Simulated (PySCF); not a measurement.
## How methods differ on the electron affinity of Ir

Ir- [Xe] 4f14 5d8 6s2 (3F) → Ir [Xe] 4f14 5d7 6s2 (4F), as a difference of total energies. Calculation: PySCF 2.14, in aug-cc-pwCVTZ-PP with ECP60MDF (8s8p7d4f3g, 122 functions); a scalar-relativistic core potential. Correlated levels: valence: 5s2 5p6 frozen. The calculations carry no spin-orbit coupling.

```tsv
method	electron affinity (eV)
UHF	-0.004
MP2 (valence)	1.600
SCS-MP2 (valence)	1.608
CCSD (valence)	1.441
CCSD(T) (valence)	1.644
```

The reference lies between the lowest fine-structure levels, while these numbers refer to the centres of the terms.

Errors of the correlated levels include the incompleteness of this basis and the frozen core.

A negative affinity means that the anion lies above the atom at that level of theory.

The coupled-cluster amplitudes are large for Ir- (T1 above 0.03 or a double amplitude above 0.15), so a single reference is strained.

For comparison: 1.564 eV (measured; photodetachment measurements, as compiled on the Wikipedia data page of electron affinities).
